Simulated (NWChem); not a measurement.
Molecule: BeSiH$_{3}$OCl; SMILES [SiH3][O][Be][Cl]

```xyz
7

Be    -0.0326     0.7982     0.0038
Cl    -0.0698     2.6084     0.0168
O     -0.0043    -0.6101    -0.0062
Si     0.0315    -2.2629    -0.0146
H     -0.8327    -2.7822    -1.1156
H     -0.4710    -2.7862     1.2902
H      1.4315    -2.7362    -0.2260
```
Atoms are numbered in this order, from 1.

Program: NWChem. Pople sets run with spherical d functions. Geometry: optimised at PBE0/def2-SVP. GIAO values for the isolated, static molecule; σ is the absolute isotropic shielding, δ = σ(reference) − σ with the isolated reference molecule computed at the same levels (1H: tetramethylsilane, 17O: water, 29Si: tetramethylsilane).

```tsv
level	σ Be1 (ppm)	σ Cl2 (ppm)	δ O3 (ppm)	δ Si4 (ppm)	δ H5 (ppm)	relative time
B3LYP/6-311G**	102.6	1027.6	40.3	-43.3	5.25	4
LDA (Slater exchange, VWN5)/pcSseg-1	99.9	1005.0	46.9	-32.8	5.53	1
PBE/pcSseg-1	101.5	1015.8	39.1	-39.1	5.28	1
```

Times are rough ratios from one shared machine.
